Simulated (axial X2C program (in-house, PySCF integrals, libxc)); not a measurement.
## CaF: bond constants with and without spin–orbit coupling

Computed with an in-house relativistic program for diatomic molecules. Spin-free means the one-electron spin-free X2C Hamiltonian; two-component (2c) means X2C with spin–orbit coupling and atomic mean-field two-electron Coulomb and Gaunt terms, so the difference of the two also holds small scalar two-electron terms. Basis: Ca dyall-cv3z [11s12p6d4f], F dyall-av3z [7s6p3d2f] (cores contracted in-house); Gaussian nuclei, density fitting, unrestricted open shells. Masses: Ca 39.963 u, F 18.998 u.

State, spin-free: M_S = 1/2, Λ = 0 (beyond evenly filled blocks: σα); electrons by block: σα: 9, σβ: 8, π+α: 3, π+β: 3, π-α: 3, π-β: 3. Fragments: Ca + F.

State, 2c: Ω = 1/2 (⟨Sz⟩ = 0.50, ⟨Lz⟩ = 0.00 at PBE0); electrons by block: 1/2: 12, -1/2: 11, 3/2: 3, -3/2: 3. Fragments: Ca + F.

```csv
Hamiltonian,level,Re (Å),ωe (cm⁻¹),ωexe (cm⁻¹),Be (cm⁻¹),De (eV),k (mdyn/Å),μ (D)
spin-free,PBE0,1.938,595.5,2.98,0.3487,5.63,2.69,-2.77
spin-free,HF,1.980,581.7,2.79,0.3339,4.17,2.57,-2.80
spin-free,MP2,2.003,553.0,2.68,0.3265,5.92,2.32,n/a
spin-free,CCSD,1.997,562.2,2.69,0.3284,5.27,2.4,n/a
spin-free,CCSD(T),2.000,557.5,2.69,0.3274,5.41,2.36,n/a
spin-free,PBE50,1.936,603.6,2.97,0.3492,5.35,2.76,-2.71
2c,PBE0,1.938,595.5,2.98,0.3487,5.63,2.69,-2.77
2c,HF,1.980,581.7,2.79,0.3338,4.16,2.57,-2.80
2c,MP2,2.003,553.0,2.68,0.3264,5.91,2.32,n/a
2c,CCSD,1.997,562.6,2.7,0.3284,5.26,2.4,n/a
2c,CCSD(T),2.000,557.4,2.64,0.3273,5.40,2.36,n/a
2c,PBE50,1.936,603.6,2.97,0.3492,5.35,2.76,-2.71
```

Correlated methods: 9 electrons correlated (number of frozen shells: Ca 3 s, 2 p; F 1 s), 249 virtual spin orbitals or spinors in MP2, 90 natural virtuals in coupled cluster.

Dipoles are positive if F is the positive end.

The state is one determinant whose occupation by symmetry is held fixed; it was picked as the lowest of a PBE0 search that is not exhaustive. Dissociation energies refer to the lowest single-determinant-based atoms at the same level and basis. Density functionals use the spin component along the axis (collinear). CCSD and (T) use frozen natural virtuals with an MP2 correction for the truncation; (T) itself is uncorrected, so its De runs slightly low. The 2c atoms are single determinants rather than J levels; their spin–orbit lowering is only partly caught, and De is too large by that part. This holds for PBE0, PBE50. Without a current term, density functionals place determinants with orbital angular momentum somewhat too high. The outer-core s and p shells of the metal are frozen in the correlated rows, which leaves out core–valence correlation; for alkali and alkaline-earth bonds that tends to lengthen them.

Rough cost a point (2c) on 1 thread(s) of a shared host, integrals apart: PBE0 0.7 s, HF 0.4 s, CCSD(T) 2.7 s, PBE50 0.7 s.

The whole task took 95 s on 1 thread of Arm Neoverse V2 (shared host).
